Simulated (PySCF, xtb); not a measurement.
Si(OH)3(PH2) (H5O3PSi), SMILES O[Si](O)(O)P. One conformer was computed; it need not be the lowest.

Harmonic wavenumbers (cm⁻¹) from GFN2-xTB (xtb 6.7.1) at its own minimum, in rising order: 69, 129, 148, 185, 238, 247, 272, 288, 314, 486, 705, 712, 796, 813, 836, 846, 928, 948, 1137, 2318, 2402, 3642, 3692, 3696.

Q: What does B3LYP-D3(BJ)/def2-SVP run with PySCF give at its own minimum? (The exact figures need the calculation; the answer reports its results.)

A: 93, 148, 163, 202, 231, 235, 300, 323, 363, 478, 652, 694, 781, 792, 807, 861, 949, 965, 1093, 2367, 2394, 3840, 3875, 3878. Paired by order, the mean absolute difference is 45 cm⁻¹ and the zero-point energies are 37.0 and 37.9 kcal/mol.
